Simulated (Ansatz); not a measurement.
C₂H₆BClS (`CCSBCl`), one more setting.

```yaml
crystal:
  periodic: [false, false, false]
  atoms:
    - {symbol: C, position_ang: [0.220586, -0.620914, 1.342331]}
    - {symbol: C, position_ang: [0.613334, 0.554343, 0.471596]}
    - {symbol: S, position_ang: [0.931612, 0.078742, -1.253392]}
    - {symbol: B, position_ang: [-0.639861, 0.075543, -2.053921]}
    - {symbol: Cl, position_ang: [-2.151380, 0.498764, -1.273632]}
    - {symbol: H, position_ang: [0.089897, -0.293076, 2.377171]}
    - {symbol: H, position_ang: [0.986331, -1.398684, 1.325585]}
    - {symbol: H, position_ang: [-0.718952, -1.059929, 1.003790]}
    - {symbol: H, position_ang: [1.545514, 1.006768, 0.814862]}
    - {symbol: H, position_ang: [-0.155040, 1.327656, 0.471003]}
    - {symbol: H, position_ang: [-0.656744, -0.226410, -3.204693]}
basis:
  gaussian: {orbitals: def2-SVP}
total_charge: -1
magnetization: {spin_polarized: true, initial_magnetization: 1}
hamiltonian: {xc: {name: wB97X}}
output: {forces: true}
```

```sh
$ ansatz run in.yaml --threads 4 --pin off --events-out ev --progress --plain --max-ram 10444MiB
```

Shortened log:

```
Functional definition: wB97X
1066 factors; integrals over basis functions are off by at most 1.5e-3 eV
307 factors; integrals over basis functions are off by at most 1.4e-5 eV
mean field evaluation 1: about -26195.3808 eV, gradient 1.4e1 eV
mean field evaluation 2: about -26196.4333 eV, gradient 7.3e0 eV
mean field evaluation 4: about -26196.7173 eV, gradient 5.7e-1 eV
mean field evaluation 8: about -26196.8659 eV, gradient 8.4e-2 eV
mean field evaluation 16: about -26196.8660 eV, gradient 1.0e-3 eV
mean field -26196.86601237 eV, -962.7170690810 hartree, gradient 4.3e-5 eV, S^2 0.755447; 0 other end points of the search recorded, 0 dependent functions left out
reference -26196.86598724 eV, -962.7170681574 hartree; 29, 28 occupied and 79, 80 virtual orbitals, 1066 factors
Total energy: -26196.86598724 eV, -962.7170681574 hartree
Atom 0 at     0.220586    -0.620914     1.342331 Å, force    -0.037888     0.275679     0.146585 eV/Å
Atom 1 at     0.613334     0.554343     0.471596 Å, force     0.246465    -0.450407    -0.753463 eV/Å
Atom 2 at     0.931612     0.078742    -1.253392 Å, force     2.365630     0.154965     1.275441 eV/Å
Atom 3 at    -0.639861     0.075543    -2.053921 Å, force    -0.462972    -0.471514    -1.853462 eV/Å
Atom 4 at    -2.151380     0.498764    -1.273632 Å, force    -1.936245     0.578727     1.219388 eV/Å
Atom 5 at     0.089897    -0.293076     2.377171 Å, force    -0.102474     0.038467     0.490253 eV/Å
Atom 6 at     0.986331    -1.398684     1.325585 Å, force     0.259240    -0.226106    -0.076154 eV/Å
Atom 7 at    -0.718952    -1.059929     1.003790 Å, force    -0.301261    -0.076796    -0.199862 eV/Å
Atom 8 at     1.545514     1.006768     0.814862 Å, force     0.285802     0.152310     0.295054 eV/Å
Atom 9 at    -0.155040     1.327656     0.471003 Å, force    -0.344179     0.232281     0.098763 eV/Å
Atom 10 at    -0.656744    -0.226410    -3.204693 Å, force     0.027883    -0.207605    -0.642542 eV/Å
Dipole moment:     0.180419     0.073755     1.020882 e Å
```

It took 7 s on 4 threads of an Arm Neoverse V2 on a shared host, with 0.47 GiB of host memory at the peak.
